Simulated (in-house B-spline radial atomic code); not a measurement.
A run on an ion of nuclear charge 65 with 65.2 electrons that did not converge. Method: scalar-relativistic (X2C) LDA PW92, spin-polarised, spherical fractional occupations, Fermi nucleus of rms radius 5.06 fm; computed with a B-spline radial code for spherical atoms.

Command:
```bash
python run_scf.py task.json out
```
Settings (nuclear radius in fm, mass in u):
```
Z                65
configuration    [Xe] 4f9.2 6s2
hamiltonian      x2c
method           lda,pw
spin_polarised   True
nucleus          fermi
rms_radius       5.06
atomic_mass      158.92535
speed_of_light   137.035999084
```

First and last ten iterations of the last attempt (damped for 15 steps, keeping 80 % of the old Fock matrix, then DIIS):
```
 iter        energy (Eh)    residual
    1      -11655.267418    7.10e-01
    2      -11657.192955    1.31e+00
    3      -11678.708473    8.15e-01
    4      -11690.159870    4.95e-01
    5      -11695.771879    3.07e-01
    6      -11698.285278    1.99e-01
    7      -11699.321050    1.22e-01
    8      -11699.731439    7.56e-02
    9      -11699.903116    5.39e-02
   10      -11699.985036    4.02e-02
  111      -11700.083698    4.70e-03
  112      -11700.083669    4.74e-03
  113      -11697.947274    1.32e-01
  114      -11697.948326    1.32e-01
  115      -11697.948476    1.32e-01
  116      -11697.948476    1.32e-01
  117      -11697.947981    1.32e-01
  118      -11697.948330    1.32e-01
  119      -11697.948123    1.32e-01
  120      -11697.948273    1.32e-01
 not converged after 120 iterations
```

The smallest residual met was 3.6e-03; the threshold is about 6e-07. No energy from this run should be used. The likely cause: this method binds the added charge weakly or not at all at the basis-set limit, so charge moves back and forth between the atom and the box. Run time, properties included: 2.3 s on 1 thread of Arm Neoverse V2, with other jobs on the host.
